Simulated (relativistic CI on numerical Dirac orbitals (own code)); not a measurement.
Magnetism of Ti²⁺, 3d2, in a crystal field

Calculated by Dirac-Coulomb-Breit CI, orbitals from a KLI potential per configuration, model QED (radiative potential, 1s self-energy scaled to tabulated hydrogen-like ionisation energies), valence Slater integrals scaled by 0.65, one configuration in a parametric crystal field (own radial code).

Field parameters in Wybourne normalisation: D3d B²₀ = −7Dσ, B⁴₀ = −14Dq − 21Dτ, B⁴₃ = −14√(10/7) Dq; D4h B²₀ = −7Ds, B⁴₀ = 21(Dq − Dt), B⁴₄ = 21√(5/14) Dq; Oh B⁴₀ = 21Dq, B⁴₄ = √(5/14) B⁴₀; Td as Oh with Dq negative (B⁴₀ = 21Dq, B⁴₄ = √(5/14) B⁴₀). The field is a parameter set, without covalency.

S is read from ⟨S²⟩ = S(S + 1).

Powder χT (cm³ K mol⁻¹) by Van Vleck's formula, with temperature-independent terms:

| Field | 2 K | 5 K | 10 K | 20 K | 50 K | 100 K | 200 K | 300 K |
| --- | --- | --- | --- | --- | --- | --- | --- | --- |
| D3d, 10Dq = 17300, Dσ = -990, Dτ = 150 cm⁻¹ | 0.595 | 0.831 | 0.883 | 0.902 | 0.922 | 0.95 | 1 | 1.06 |
| D4h, 10Dq = 5900, Ds = 440, Dt = 120 cm⁻¹ | 0.101 | 0.255 | 0.45 | 0.594 | 0.712 | 0.823 | 1.02 | 1.18 |
| D4h, 10Dq = 9950, Ds = -770, Dt = 340 cm⁻¹ | 0.0455 | 0.0836 | 0.133 | 0.227 | 0.487 | 0.768 | 1 | 1.11 |
| D4h, 10Dq = 14850, Ds = -1410, Dt = 1090 cm⁻¹ | 0.0516 | 0.0985 | 0.153 | 0.254 | 0.522 | 0.791 | 1 | 1.09 |
| D4h, 10Dq = 20700, Ds = 2510, Dt = -50 cm⁻¹ | 0.789 | 0.941 | 0.967 | 0.975 | 0.981 | 0.989 | 1 | 1.02 |
| Oh, 10Dq = 18900 cm⁻¹ | 0.102 | 0.135 | 0.171 | 0.241 | 0.447 | 0.727 | 1.01 | 1.14 |
| Oh, 10Dq = 24900 cm⁻¹ | 0.118 | 0.149 | 0.185 | 0.255 | 0.461 | 0.737 | 1.01 | 1.13 |
| Td, 10Dq = -3300 cm⁻¹ | 0.88 | 0.882 | 0.885 | 0.891 | 0.91 | 0.941 | 1 | 1.07 |

For D4h, 10Dq = 20700, Ds = 2510, Dt = -50 cm⁻¹: what effective moment follows at 300 K?

μ_eff = √(8χT) = 2.85 μB. The ground level has S = 1.00; the spin-only moment for S = 1 is 2.83 μB. The difference comes from the orbital moment, spin-orbit mixing of terms and temperature-independent paramagnetism, all larger in this ionic model than in covalent complexes.
